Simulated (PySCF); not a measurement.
Species: C6H9NSi.
SMILES with atom numbers: `[CH:1]#[C:2][SiH2:3]/[N:4]=[CH:5]/[CH:6]=[CH:7]/[CH3:8]` (hydrogens: H9 on C1; H10, H11 on Si3; H12 on C5; H13 on C6; H14 on C7; H15, H16, H17 on C8)

The same species was optimised twice, with GFN2-xTB and with PBE0-D3(BJ)/def2-SVP (PySCF), and the same property calculations (PySCF, gas phase) were run on both structures.

```tsv
coordinate	GFN2-xTB	PBE0-D3(BJ)/def2-SVP	change
Si3–N4 (Å)	1.714	1.741	+0.027
C5–C6 (Å)	1.450	1.467	+0.017
C2–Si3 (Å)	1.852	1.836	-0.016
C1≡C2 (Å)	1.201	1.217	+0.016
N4=C5 (Å)	1.259	1.274	+0.015
C6=C7 (Å)	1.335	1.343	+0.008
C7–C8 (Å)	1.484	1.485	+0.001
Si3–N4–C5 (°)	135.0	124.4	-10.6
C2–Si3–N4 (°)	103.7	109.1	+5.4
N4–C5–C6 (°)	122.5	123.5	+1.0
C1–C2–Si3 (°)	178.8	179.6	+0.8
C6–C7–C8 (°)	125.1	125.7	+0.6
C5–C6–C7 (°)	122.7	122.5	-0.2
C2–Si3–N4–C5 (°)	-122	-119	+3
N4–C5–C6–C7 (°)	-2	-1	+1
```

Rotational constants: A = 3387, B = 694.9, C = 609.0 MHz (GFN2-xTB) against A = 3984, B = 631.1, C = 574.2 MHz (PBE0-D3(BJ)/def2-SVP). Point groups within 0.08 Å: C1 and C1.

On the GFN2-xTB structure: HOMO (eV) -6.93 [PBE0/pcSseg-1]; LUMO (eV) -1.60 [PBE0/pcSseg-1]; dipole (D) 2.02 [PBE0/pcSseg-1]; GIAO shielding of C1 (ppm) 85.3 [PBE0/pcSseg-1]; GIAO shielding of C2 (ppm) 98.7 [PBE0/pcSseg-1]; GIAO shielding of Si3 (ppm) 412.3 [PBE0/pcSseg-1]; GIAO shielding of N4 (ppm) -89.9 [PBE0/pcSseg-1]; GIAO shielding of C5 (ppm) 15.7 [PBE0/pcSseg-1]; GIAO shielding of C6 (ppm) 51.9 [PBE0/pcSseg-1]; GIAO shielding of C7 (ppm) 35.7 [PBE0/pcSseg-1]; GIAO shielding of C8 (ppm) 164.1 [PBE0/pcSseg-1].

Problem. What do these properties become on the PBE0-D3(BJ)/def2-SVP structure?

Solution. 
```
                                    property          level  on GFN2-xTB  on PBE0-D3(BJ)/def2-SVP  change
                                   HOMO (eV)  PBE0/pcSseg-1        -6.93                    -7.11   -0.18
                                   LUMO (eV)  PBE0/pcSseg-1        -1.60                    -1.67   -0.07
                                  dipole (D)  PBE0/pcSseg-1         2.02                     2.07   +0.05
energy, GFN2-xTB geometry as zero (kcal/mol)  PBE0/pcSseg-1          0.0                     -2.2    -2.2
                  GIAO shielding of C1 (ppm)  PBE0/pcSseg-1         85.3                     80.6    -4.7
                  GIAO shielding of C2 (ppm)  PBE0/pcSseg-1         98.7                     98.4    -0.3
                 GIAO shielding of Si3 (ppm)  PBE0/pcSseg-1        412.3                    401.8   -10.5
                  GIAO shielding of N4 (ppm)  PBE0/pcSseg-1        -89.9                    -90.8    -0.9
                  GIAO shielding of C5 (ppm)  PBE0/pcSseg-1         15.7                      7.6    -8.1
                  GIAO shielding of C6 (ppm)  PBE0/pcSseg-1         51.9                     49.0    -2.9
                  GIAO shielding of C7 (ppm)  PBE0/pcSseg-1         35.7                     34.2    -1.5
                  GIAO shielding of C8 (ppm)  PBE0/pcSseg-1        164.1                    162.6    -1.5
```

The heavy atoms differ by 0.201 Å rms after alignment. Among bonds between heavy atoms Si3–N4 changes most (+0.027 Å). Changes are differences of the printed values. Neither structure is proved a minimum here.

Conformer computed: `[CH:1]#[C:2][SiH2:3]/[N:4]=[CH:5]/[CH:6]=[CH:7]/[CH3:8]`: C2–Si3–N4–C5 -119°, N4–C5–C6–C7 -1°.
